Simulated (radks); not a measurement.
Spherical quantum dot in the effective-mass picture: electrons in a hard-walled sphere of radius 3.95, with a point charge +1 (a donor) at the centre, all in effective atomic units (hartree* = m*/eps^2 hartree, bohr* = eps/m* bohr), one dielectric constant everywhere. Method: non-relativistic Kohn-Sham, r2SCAN, spin-polarised, spherical densities, generalised Kohn-Sham scheme; computed with a radial shooting solver with Libxc functionals. Levels are named by radial order and angular momentum (1s, 1p, 1d, 2s, ...), and open shells are averaged over m. Results are scaled to m* = 0.167 and eps = 14.3, for which hartree* = 22.22 meV and bohr* = 4.531 nm.

N = 23, configuration 1s2 1p6 1d10 2s(up 1, down 0) 1f(up 4, down 0). This is the lowest configuration that the search found. Occupied and some empty levels:

level,occupation,eigenvalue (meV),<r> (nm)
1s up,1,161.07,11.65
1s down,1,162.46,11.84
1p up,3,165.33,12.57
1p down,3,166.59,12.49
1d up,5,171.99,12.98
1d down,5,173.44,12.91
2s up,1,178.63,6.494
1f up,4,181.09,13.30
1f down,0,182.76,13.27
2s down,0,184.59,6.971
1g up,0,192.48,13.57
1g down,0,194.34,13.56
2p up,0,199.22,8.856
2p down,0,201.21,9.202
2d up,0,216.04,10.07
2d down,0,217.04,10.16

Energy (meV): total 2088.72, kinetic 580.36, external -207.46, Hartree 1937.5, exchange-correlation -221.70.

Electron density:

r (nm),n(r) (e/nm^3)
0.958,0.003500
1.85,0.002343
2.74,0.001575
3.63,0.001080
4.52,0.0007755
5.41,0.0006112
6.30,0.0005529
7.19,0.0005875
8.08,0.0007070
8.97,0.0009014
9.86,0.001150
10.8,0.001419
11.6,0.001652
12.5,0.001782
13.4,0.001737
14.3,0.001475
15.2,0.001033
16.1,0.0005291
17.0,0.0001425
17.9,3.192e-07
